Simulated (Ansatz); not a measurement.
A nudged elastic band was laid between two geometries of F2GeH2O + H2S (9 atoms, charge 0, multiplicity 1).

Computed with Ansatz, RKS B3LYP/def2-SVP.

```
movable images  : 7
climbing image  : yes
spring          : 5.0 eV/Å²
optimiser       : quadratic models (default)
start path      : through a guess of the saddle point
force threshold : 0.2 eV/Å
iteration limit : 60
end points      : relaxed
```

First end point:

```xyz
9
Properties=species:S:1:pos:R:3
Ge -0.174 0.262 -0.033
H 0.344 0.615 1.348
F 1.059 0.331 -1.244
F -1.343 1.419 -0.584
O -0.945 -1.322 -0.080
H -1.447 -1.478 -0.894
S 1.805 -2.574 1.623
H 0.672 -2.708 0.894
H 1.115 -2.539 2.787
```

Last end point:

```xyz
9
Properties=species:S:1:pos:R:3
Ge 0.149 -0.655 -0.536
H 0.426 -0.262 3.762
F 0.771 0.136 -1.942
F -0.005 0.557 0.686
O -1.510 -1.161 -0.811
H -1.589 -1.836 -1.501
S 1.613 -2.213 0.003
H 0.899 -2.572 1.099
H 0.332 0.011 3.057
```

Question: Which bonds break or form, and what moves?

Answer: Bonds broken: Ge1–H2, S7–H9. Bonds formed: Ge1–S7, H2–H9. F2GeH2O + H2S becomes F2GeH2OS + H2.

Question: What energy profile does the band end with?

Answer: It converged. The highest image is number 4 of 0 to 8, 217.3 kJ/mol above the first end and 217.8 kJ/mol above the last; the last end lies 0.5 kJ/mol below the first. The threshold of 0.2 eV/Å is loose, so the images may lie well off the minimum-energy path. The profile has 2 maxima (images 1, 4) with wells between them (image 2): this band takes more than one step, which may be the mechanism or a detour left from its start path. Neighbouring images differ by up to 2.1 eV, so the band resolves the path poorly. The order of the stationary point at the top wasn't checked. The orbitals stay closed-shell, which can raise the energy where a bond breaks towards radicals; this wasn't checked here.

```
image  path coordinate (Å)  energy (kJ/mol)  Ge1–H2 (Å)  S7–H9 (Å)  Ge1–S7 (Å)
    0                 0.00              0.0        1.52       1.35        3.83
    1                 1.47             10.5        1.52       1.35        3.73
    2                 2.93              8.6        1.53       1.35        3.83
    3                 4.40             16.8        1.52       1.36        3.40
    4                 5.86            217.3        1.78       1.75        2.53
    5                 6.98             62.6        2.56       2.44        2.27
    6                 8.11              9.0        3.22       3.07        2.21
    7                 9.23              0.6        3.68       3.89        2.20
    8                10.37             -0.5        4.32       3.99        2.20
```

Question: What is the geometry of the highest image?

Answer: 
```xyz
9
Properties=species:S:1:pos:R:3
Ge 0.006 -0.271 0.061
H 0.286 0.037 1.795
F 1.343 0.249 -0.905
F -0.849 1.242 0.154
O -1.304 -1.267 -0.557
H -1.015 -2.170 -0.755
S 1.428 -2.182 0.907
H 0.358 -2.871 1.378
H 0.831 -0.761 1.738
```

The band took 18 iterations and about 12 core-minutes.

The run took 3.3 min on 4 threads of Arm Neoverse V2, with other jobs on the host, peak memory 0.28 GiB.
